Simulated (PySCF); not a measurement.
# Which determinant of BiC⁺ lies lowest?

Unrestricted PBE0; Bi def2-SVP with ECP60, C def2-SVP; scalar-relativistic core potentials (PySCF 2.14). Outer shells of the fragments: Bi+ 5d10 6s2 6p2; C 2s2 2p2.

Followed along the bond (rough minima from three points):

```tsv
2Ms+1	unpaired	⟨S²⟩ at the start	R at minimum (Å)	Te (eV)
3	σ ↑, π ↑	2.09	2.05	0.00
3	π ↑↑	2.00	2.18	0.28
1	σ ↓, π ↑	1.57	2.07	0.45
1	π ↑↓	1.00	2.19	0.53
5	σ ↑, π ↑↑↑	6.00	2.29	0.79
```

Solutions found at the starting distance of 2.270 Å, counted from the lowest of them; the search is not exhaustive and high or unbound solutions are not listed, so other states can lie among these:

```json
{"2Ms+1": "3", "unpaired": "π ↑↑", "term": "³Σ⁻", "E (eV)": "0.00", "⟨S²⟩": "2.00", "⟨Lz²⟩": "0.00", "μ (D)": "-0.65"}
{"2Ms+1": "1", "unpaired": "π ↑↓", "term": "mixed", "E (eV)": "0.24", "⟨S²⟩": "1.00", "⟨Lz²⟩": "2.00", "μ (D)": "-0.65"}
{"2Ms+1": "3", "unpaired": "σ ↑, π ↑", "term": "mixed", "E (eV)": "0.30", "⟨S²⟩": "2.09", "⟨Lz²⟩": "1.18", "μ (D)": "-0.53"}
{"2Ms+1": "1", "unpaired": "σ ↓, π ↑", "term": "mixed", "E (eV)": "0.34", "⟨S²⟩": "1.57", "⟨Lz²⟩": "1.21", "μ (D)": "0.05"}
{"2Ms+1": "5", "unpaired": "σ ↑, π ↑↑↑", "term": "⁵Π", "E (eV)": "0.46", "⟨S²⟩": "6.00", "⟨Lz²⟩": "1.00", "μ (D)": "0.01"}
{"2Ms+1": "1", "unpaired": "none", "term": "mixed", "E (eV)": "0.91", "⟨S²⟩": "0.00", "⟨Lz²⟩": "2.00", "μ (D)": "-0.54"}
```

A term symbol is given only where ⟨S²⟩ and ⟨Lz²⟩ are close to those of a pure state; real π, δ and φ orbitals otherwise mix terms. A positive dipole points towards C; it is taken about the centre of mass and depends on that origin.

Compare the gap between the two lowest followed solutions at the starting distance with the gap between their minima.

At PBE0 the second solution (triplet, unpaired electrons π ↑↑) lies -0.30 eV from the first (triplet, unpaired electrons σ ↑, π ↑) at 2.270 Å and +0.28 eV at the minima; the two curves relax by different amounts, since their minima lie near 2.18 and 2.05 Å.

Spin–orbit coupling is left out, which matters for elements this heavy, above all for dissociation energies.
